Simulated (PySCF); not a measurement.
Start geometry of `O([SiH2]O[SiH2]C#C)[SiH3]` from GFN2-xTB (Å):
```
atom  x, y, z in Å
C1    -3.1826    0.9604    1.0811
C2    -2.5057    0.6217    0.1678
Si3   -1.4337    0.0444   -1.2252
O4    -0.4530   -1.1757   -0.6918
Si5    0.7013   -1.7321    0.2460
O6     1.8472   -0.5956    0.4352
Si7    2.4289    0.9027    0.2549
H8    -3.8036    1.3074    1.8649
H9    -2.2152   -0.5680   -2.2529
H10   -0.5598    1.1504   -1.6422
H11    0.1540   -1.9913    1.5901
H12    1.3021   -2.8291   -0.4729
H13    3.6518    0.8850    0.9813
H14    1.4439    1.8553    0.8306
H15    2.6091    1.1470   -1.1740
```

Question: What comes out of this run: PBE0-D3(BJ)/def2-SVP geometry optimisation, gas phase (PySCF)?

Answer: 
```
atom  x, y, z in Å
C1    -1.8315    1.5205    1.0622
C2    -1.7877    0.7506    0.1201
Si3   -1.6734   -0.4351   -1.2792
O4    -0.4142   -1.4752   -1.0076
Si5    0.7542   -1.8570    0.1044
O6     1.5330   -0.4994    0.6143
Si7    1.8672    1.1159    0.4530
H8    -1.8729    2.1983    1.8969
H9    -2.9470   -1.1986   -1.3704
H10   -1.4297    0.3210   -2.5362
H11    0.1292   -2.5077    1.2866
H12    1.7184   -2.7614   -0.5727
H13    1.3593    1.8586    1.6424
H14    1.2316    1.6614   -0.7835
H15    3.3461    1.2909    0.3619
```

The energy falls by 0.458 eV over 26 energy and gradient evaluations, the largest force component goes from 0.0578 to 4.0e-04 Eh/bohr, and the atoms move by 1.269 Å rms after alignment. Among the bonds, O4–Si5 and Si7–H13 change most and about equally (+0.069 to +0.070 Å). Bonds longer at the end by more than 0.005 Å: 12 of 14; shorter: 1. Among the angles that change most is Si3–O4–Si5, from 151.7° to 142.3°. Among the dihedrals that turn most is H10–Si3–O4–Si5, from 55° to 122°. Rotational constants go from 2066, 813.2, 713.7 to 1664, 1193, 808.5 MHz. The orientation of the end geometry is arbitrary; only internal coordinates are fixed.

The run used 150 basis functions and 191 SCF cycles in all. Hardware: an Arm Neoverse N1 with one thread, shared host with 64 logical CPUs at a one-minute load of 55. Cost: 7.7 min wall, 0.61 GiB resident at most.

No frequency check. The numbers are those of one conformer.
